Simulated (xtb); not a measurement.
C3H9Ga, septet, geometry from GFN2-xTB of the parent state (such geometries of metal compounds can be far from the true shape) (a higher spin typed on purpose: for a closed-shell molecule this is an excited state); xtb with GFN0-xTB.

Here is a job for xtb.
```
$ xtb mol.xyz --gfn 0 --chrg 0 --uhf 6 --json

# file mol.xyz
13

Ga    -0.29203971     0.33248422     0.32507992
C     -0.81222176    -1.79125288    -0.37264226
H     -0.10149786    -2.12380947    -1.11828279
H     -1.78597217    -1.58621334    -0.80809556
H     -0.87885691    -2.46902136     0.46929178
C      0.08037324     1.48913743    -1.43629314
H      0.58076296     0.84265399    -2.16014170
H      0.72752364     2.34157557    -1.22331300
H     -0.84339354     1.86241547    -1.88118647
C      1.65518927    -0.78188169     0.80937839
H      2.22246012     0.04171239     1.23329735
H      2.09165519    -1.13347279    -0.11706188
H      1.50050503    -1.57886848     1.52535701
```

### Question
Write the output that xtb gives for this input, abridged.

### Answer

```
   ID    Z sym.   atoms
    1   31 Ga     1
    2    6 C      2, 6, 10
    3    1 H      3-5, 7-9, 11-13

           -------------------------------------------------
          |                Calculation Setup                |
           -------------------------------------------------

           -------------------------------------------------
          |                 G F N 0 - x T B                 |
           -------------------------------------------------

          ...................................................
          :                      SETUP                      :
          :.................................................:
          :  # basis functions                  40          :
          :  # atomic orbitals                  39          :
          :  # shells                           27          :
          :  # electrons                        24          :
          :  electronic temp.          300.0000000     K    :
          :  accuracy                    1.0000000          :
          :  -> integral cutoff          0.2500000E+02      :
          :  -> integral neglect         0.1000000E-07      :
          ...................................................

         :::::::::::::::::::::::::::::::::::::::::::::::::::::
         ::                     SUMMARY                     ::
         :::::::::::::::::::::::::::::::::::::::::::::::::::::
         :: total energy             -11.869712851195 Eh    ::
         :: gradient norm              0.104130863673 Eh/a0 ::
         :: HOMO-LUMO gap              0.303064384942 eV    ::
         ::.................................................::
         :: H0 energy                -11.995091670480 Eh    ::
         :: repulsion energy           0.177926394144 Eh    ::
         :: electrostat energy        -0.049643750195 Eh    ::
         :: -> Gsolv                   0.000000000000 Eh    ::
         ::    -> Gsasa                0.000000000000 Eh    ::
         ::    -> Gshift               0.000000000000 Eh    ::
         :: dispersion energy         -0.002903824665 Eh    ::
         :: short-range corr.          0.000000000000 Eh    ::
         :: add. restraining           0.000000000000 Eh    ::
         :: total charge              -0.000000000000 e     ::
         :::::::::::::::::::::::::::::::::::::::::::::::::::::

           -------------------------------------------------
          |                Property Printout                |
           -------------------------------------------------

    * Orbital Energies and Occupations

         #    Occupation            Energy/Eh            Energy/eV
      -------------------------------------------------------------
         1        2.0000           -0.6242270             -16.9861
       ...           ...                  ...                  ...
         3        2.0000           -0.6182412             -16.8232
         4        2.0000           -0.5357908             -14.5796
         5        2.0000           -0.5339436             -14.5293
         6        2.0000           -0.5282779             -14.3752
         7        2.0000           -0.5268077             -14.3352
         8        2.0000           -0.5253092             -14.2944
         9        2.0000           -0.5241741             -14.2635
        10        1.0000           -0.4637795             -12.6201
        11        1.0000           -0.4136542             -11.2561
        12        1.0000           -0.3938301             -10.7167
        13        1.0000           -0.3273104              -8.9066
        14        1.0000           -0.1663587              -4.5268
        15        0.9972           -0.1576424              -4.2897 (HOMO)
        16        0.0028           -0.1465050              -3.9866 (LUMO)
        17                         -0.1309275              -3.5627
        18                         -0.1272020              -3.4613
        19                         -0.1252438              -3.4081
        20                         -0.1097654              -2.9869
        21                         -0.0959423              -2.6107
        22                         -0.0828551              -2.2546
        23                         -0.0179720              -0.4890
        24                         -0.0035553              -0.0967
        25                          0.0693670               1.8876
        26                          0.1673562               4.5540
       ...                                ...                  ...
        39                          1.2891748              35.0802
      -------------------------------------------------------------
                  HL-Gap            0.0111374 Eh            0.3031 eV
             Fermi-level            0.0000000 Eh            0.0000 eV

     #   Z          covCN         q      C6AA      α(0)
     1  31 Ga       2.220     0.478   241.248    34.014
     2   6 C        3.477    -0.535    39.770     9.490
     3   1 H        0.925     0.140     1.463     1.892
     4   1 H        0.925     0.117     1.639     2.002
     5   1 H        0.925     0.128     1.547     1.945
     6   6 C        3.591    -0.533    37.841     9.000
     7   1 H        0.924     0.127     1.558     1.952
     8   1 H        0.924     0.114     1.659     2.014
     9   1 H        0.924     0.113     1.670     2.021
    10   6 C        3.477    -0.535    39.778     9.492
    11   1 H        0.925     0.116     1.645     2.006
    12   1 H        0.925     0.139     1.472     1.897
    13   1 H        0.925     0.131     1.528     1.933

 Mol. C6AA /au·bohr⁶  :       2032.888916
 Mol. C8AA /au·bohr⁸  :      90653.188265
 Mol. α(0) /au        :         79.657033

Wiberg/Mayer (AO) data.
largest (>0.10) Wiberg bond orders for each atom

 ---------------------------------------------------------------------------
     #   Z sym  total        # sym  WBO       # sym  WBO       # sym  WBO
 ---------------------------------------------------------------------------
     1  31 Ga   1.555 --     6 C    0.303    10 C    0.264     2 C    0.264
                            11 H    0.135     4 H    0.133
     2   6 C    3.187 --     3 H    0.959     5 H    0.956     4 H    0.950
                             1 Ga   0.264
     3   1 H    1.066 --     2 C    0.959
     4   1 H    1.301 --     2 C    0.950     1 Ga   0.133
     5   1 H    1.157 --     2 C    0.956
     6   6 C    3.200 --     9 H    0.949     8 H    0.949     7 H    0.942
                             1 Ga   0.303
     7   1 H    1.222 --     6 C    0.942
     8   1 H    1.257 --     6 C    0.949
     9   1 H    1.264 --     6 C    0.949
    10   6 C    3.186 --    12 H    0.958    13 H    0.956    11 H    0.950
                             1 Ga   0.264
    11   1 H    1.307 --    10 C    0.950     1 Ga   0.135
    12   1 H    1.075 --    10 C    0.958
    13   1 H    1.146 --    10 C    0.956
 ---------------------------------------------------------------------------

Topologies differ in total number of bonds
Writing topology from bond orders to xtbtopo.mol

 dipole moment from electron density (au)
     X       Y       Z
  -0.3667  -0.2795   0.9923  total (Debye):    2.781

           -------------------------------------------------
          | TOTAL ENERGY              -11.869712851195 Eh   |
          | GRADIENT NORM               0.104130863673 Eh/α |
          | HOMO-LUMO GAP               0.303064384942 eV   |
           -------------------------------------------------

normal termination of xtb
```
